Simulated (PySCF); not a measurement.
## Calculated data, BGeH₆NSi

Computed with PySCF 2.14.0. Calculation on a computer-drawn molecule: the log of a Hartree-Fock and frozen-core CCSD(T) single point meant for a local Hartree-Fock minimum, with one planted fault or none, to be diagnosed. Offsets are logged minus clean, where the clean run is the same molecule without the fault. The reference is restricted for singlets and unrestricted otherwise, and also for a bond in bohr or an excited solution. Adding or removing an electron swaps singlet and doublet. The excited solution moves the top pair (singlet) or top alpha electron (doublet) to the lowest empty orbital. Highest occupied and lowest empty are orbital energies over both spins, largest force is the largest gradient component, triples share is (T) over the correlation energy, the T1 limit is 0.02 restricted and 0.045 unrestricted, electrons count all cores, a negative frequency is imaginary (commonest isotopes), and the dipole is about the centre of nuclear charge; on germanium a core potential holds 10 electrons, which the energies leave out, and 3d is frozen in MP2 and coupled-cluster steps.

```xyz
10
formula=BGeH6NSi meant_charge=0 meant_multiplicity=1 meant_basis=cc-pV(D+d)Z meant_basis_and_core_potential_on_germanium=cc-pVDZ-PP_ECP10MDF logged_electrons=65 logged_basis_functions=104 logged_SCF_converged=yes logged_spin_squared=0.7672 logged_highest_occupied=1.7313 logged_lowest_empty=8.2077 logged_largest_force=0.07749 logged_T1_diagnostic=0.022592 logged_D1_diagnostic=0.11338 logged_triples_share=0.033581 logged_CC_converged=yes logged_dipole_magnitude=3.5182 logged_SCF_stable_within_its_kind=yes logged_energy_HF=-664.86375 logged_energy_CCSD(T)=-665.39414 possible_faults=no_fault,one_electron_removed,one_electron_added,multiplicity_raised_by_two,geometry_at_a_saddle_point,SCF_held_on_an_excited_solution,minimal_basis_STO-3G,one_bond_length_entered_in_bohr,all_coordinates_scaled planted_fault=one_electron_added HF_energy_offset_from_clean_run=54.81 CCSD(T)_energy_offset_from_clean_run=44.73
N     -2.3328    -1.4249    -1.3368
B     -1.7449    -1.2772    -0.2680
Si    -0.7633    -1.0046     1.4596
Ge     0.8131     0.8035     1.2577
H     -2.8085    -1.5492    -2.1910
H     -1.7442    -0.6982     2.5265
H     -0.0504    -2.2549     1.8097
H      1.8416     0.4932     0.1653
H      1.5526     1.0065     2.5852
H      0.0879     2.1039     0.8961
```

Units: logged_highest_occupied, logged_lowest_empty in eV; logged_largest_force in hartree/bohr; logged_dipole_magnitude in debye; logged_energy_HF, logged_energy_CCSD(T) in hartree; HF_energy_offset_from_clean_run, CCSD(T)_energy_offset_from_clean_run in kcal/mol.

Drawn bonds:
```csv
atom,other atom,order
1,2,2
2,3,1
3,4,1
1,5,1
3,6,1
3,7,1
4,8,1
4,9,1
4,10,1
```

Notes: highest electron not bound in this basis.
